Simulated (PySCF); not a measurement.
Si¹²⁺: ionisation energy

Si¹²⁺ 1s2 (1S) → Si¹³⁺ 1s1 (2S), as a difference of total energies. Calculation: PySCF 2.14, in an even-tempered Gaussian basis (17 s from 7.3 bohr⁻², ratio 2.2; 7 p from 11 bohr⁻², ratio 2.4; 4 d from 34 bohr⁻², ratio 2.4; 3 f from 51 bohr⁻², ratio 2.4; 3 g from 76 bohr⁻², ratio 2.4); scalar relativity by spin-free X2C-1e. Correlated levels: nothing frozen; virtual orbitals above 40 to 60 times the deepest correlated orbital energy dropped. The calculations carry no spin-orbit coupling.

| method | ionisation energy (eV) | difference from reference (eV) |
| --- | --- | --- |
| UHF | 2437.3 | -0.4 |
| MP2 (all electrons) | 2438.5 | +0.8 |
| SCS-MP2 (all electrons) | 2438.8 | +1.1 |
| CCSD (all electrons) | 2438.5 | +0.8 |

Reference: 2437.7 eV (theoretical estimate listed by NIST; NIST Atomic Spectra Database, ionization energies).

With two correlated electrons CCSD is exact in that space.
